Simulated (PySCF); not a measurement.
Worked example: oscillator strength and radiative lifetime

C5H6O2, SMILES C=C=CCC(=O)O.

The structure is a stationary point at TPSSh-D3(BJ)/def2-SVP. One conformer was computed; it need not be the lowest.

TDA-PBE/def2-SVPD in PySCF puts the first singlet state with f over 0.02 at 5.95 eV (vertical), with the transition dipole (0.473, 0.034, -0.134) in atomic units.

Find the oscillator strength, the wavelength and the radiative lifetime that this transition would have in vacuum if emission retraced absorption.


|μ|² = 0.2428 au, so |μ| = 1.25 D. ΔE = 5.95/27.211 = 0.2187 hartree. f = (2/3) ΔE |μ|² = 0.035 (the program prints 0.035).
λ = 1239.84/5.95 = 208 nm; ν = 47990 cm⁻¹.
Einstein's coefficient A = 0.6670 ν² f s⁻¹ (ν in cm⁻¹) = 5.4e7 s⁻¹, so τ = 1/A = 18 ns. This state is S6; the lower singlets have f = 0.002, 0.009, 0.006, 0.001, 0.001. The figure is the radiative limit of this one transition; relaxation, internal conversion, crossing to triplets and a medium change what is measured.
